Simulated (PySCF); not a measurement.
Compound: C9H17 (charge +1).
Geometry (GFN2-xTB, Å), atoms numbered from 1 in this order:
```xyz
26
C9H17 angstrom
C      3.795    0.593    0.112
C      2.705    0.151   -0.858
C      1.355    0.183   -0.150
C      0.217   -0.272   -1.131
C     -1.009   -0.248   -0.370
C     -1.518   -1.361    0.419
C     -2.587   -0.767    1.344
C     -3.112    0.425    0.540
C     -1.867    0.920   -0.208
H      4.757    0.584   -0.393
H      3.610    1.601    0.474
H      3.852   -0.077    0.966
H      2.917   -0.858   -1.214
H      2.688    0.817   -1.721
H      1.148    1.197    0.194
H      1.380   -0.480    0.715
H      0.474   -1.276   -1.470
H      0.208    0.426   -1.968
H     -0.747   -1.962    0.906
H     -1.996   -2.043   -0.303
H     -2.125   -0.430    2.272
H     -3.368   -1.480    1.593
H     -3.555    1.193    1.168
H     -3.863    0.098   -0.180
H     -2.065    1.452   -1.142
H     -1.316    1.637    0.418
```

Structure optimised with GFN2-xTB, isolated species.

Masses are those of the commonest isotopes; rigid-rotor values at the optimised geometry. The values belong to one conformer with, in the numbering `[CH3:1][CH2:2][CH2:3][CH2:4][C+:5]1[CH2:6][CH2:7][CH2:8][CH2:9]1`, C1–C2–C3–C4 180°, C2–C3–C4–C5 178°, C3–C4–C5–C6 -88°, C4–C5–C6–C7 164°, C5–C6–C7–C8 29°, C6–C7–C8–C9 -34°, C7–C8–C9–C5 28°.

(1) Give the principal moments of inertia and the rotational constants in MHz.

(2) Classify the top.

(3) Is it planar, by Δ = Ic − Ia − Ib?

(4) Give the other two planar moments, Paa and Pbb, and the rms extents of the mass along the axes.

Results:

(1) Ia = 126.80, Ib = 760.42, Ic = 778.12 u·Å²; 505379 MHz·u·Å²/I gives A = 3986, B = 664.6, C = 649.5 MHz.

(2) A near-prolate asymmetric top: κ = (2 × 664.6 − 3986 − 649.5)/(3986 − 649.5) = -0.99.

(3) Not planar: Δ = Ic − Ia − Ib = -109.10 u·Å². For a rigid frame Δ = −2 Σ m c², so Σ m c² = 54.55 u·Å² lies off the ab plane: 20.80 from hydrogen and 33.75 from heavier atoms. The atom farthest from that plane is 1.83 Å away.

(4) Paa = Σ m a² = (Ib + Ic − Ia)/2 = 705.87 and Pbb = Σ m b² = (Ia + Ic − Ib)/2 = 72.25 u·Å². With the mass M = 125.13 u, the rms extents √(P/M) along a, b and c are 2.38, 0.76, 0.66 Å.

No frequency check. Zero-point vibration and centrifugal distortion are left out.

These are computed values.
